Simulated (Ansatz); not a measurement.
Computed with Ansatz on PBE0-D4/def2-TZVP structures; ΔE is electronic, products minus reactants. CCSD(T)/CBS adds triple-zeta CCSD(T) − MP2 to the extrapolated MP2 energy (def2 sets, frozen cores). DFT in def2-TZVPP. B3LYP here is the variant with VWN-RPA as its local correlation; programs differ in this. For Ge outer-core shells are correlated without core-valence functions, which leaves a few kJ/mol of doubt a bond. Scalar relativity is left out up to krypton. One conformer a species, not always the lowest.

Reaction (formal exchange of groups at the Si–N bond): `F[SiH2][NH][GeH3]` + `C[SiH](F)F` → `F[SiH2]C[SiH](F)F` + `[NH2][GeH3]`

```json
{"level": "LDA (SPW92)", "ΔE (kJ/mol)": "72.0", "difference from CCSD(T)/CBS": "-4.0"}
{"level": "B3LYP-D4", "ΔE (kJ/mol)": "76.3", "difference from CCSD(T)/CBS": "0.3"}
{"level": "ωB97X-V", "ΔE (kJ/mol)": "74.2", "difference from CCSD(T)/CBS": "-1.8"}
{"level": "B2PLYP", "ΔE (kJ/mol)": "78.3", "difference from CCSD(T)/CBS": "2.3"}
{"level": "PBE-QIDH", "ΔE (kJ/mol)": "75.0", "difference from CCSD(T)/CBS": "-1.0"}
{"level": "revPBE", "ΔE (kJ/mol)": "67.3", "difference from CCSD(T)/CBS": "-8.7"}
{"level": "B3LYP", "ΔE (kJ/mol)": "77.2", "difference from CCSD(T)/CBS": "1.2"}
{"level": "r2SCANh", "ΔE (kJ/mol)": "73.8", "difference from CCSD(T)/CBS": "-2.2"}
{"level": "r2SCAN0", "ΔE (kJ/mol)": "74.8", "difference from CCSD(T)/CBS": "-1.2"}
{"level": "HF/def2-SVP", "ΔE (kJ/mol)": "83.5", "difference from CCSD(T)/CBS": "7.5"}
{"level": "CCSD/def2-SVP", "ΔE (kJ/mol)": "78.0", "difference from CCSD(T)/CBS": "2.0"}
{"level": "CCSD(T)/def2-SVP", "ΔE (kJ/mol)": "77.2", "difference from CCSD(T)/CBS": "1.2"}
{"level": "MP2/def2-TZVPP", "ΔE (kJ/mol)": "77.9", "difference from CCSD(T)/CBS": "1.9"}
{"level": "HF/def2-QZVPP", "ΔE (kJ/mol)": "84.9", "difference from CCSD(T)/CBS": "8.9"}
{"level": "MP2/def2-QZVPP", "ΔE (kJ/mol)": "78.0", "difference from CCSD(T)/CBS": "2.0"}
{"level": "CCSD/CBS(def2)", "ΔE (kJ/mol)": "77.0", "difference from CCSD(T)/CBS": "1.0"}
{"level": "CCSD(T)/CBS", "ΔE (kJ/mol)": "76.0", "difference from CCSD(T)/CBS": "0"}
```

Largest T1 diagnostic among the species: 0.012.

From BLYP to BHLYP (50 % exact exchange), in def2-TZVPP and without D4, ΔE moves by +5.1 kJ/mol. In def2-TZVPP, CCSD(T) changes the Hartree–Fock value by −7.8 kJ/mol (the triples alone add −1.0 kJ/mol) and MP2 by −6.1 kJ/mol.

CCSD(T)/CBS has its own doubt, a few kJ/mol and more with outer-core shells, so smaller differences from it don't rank the levels.
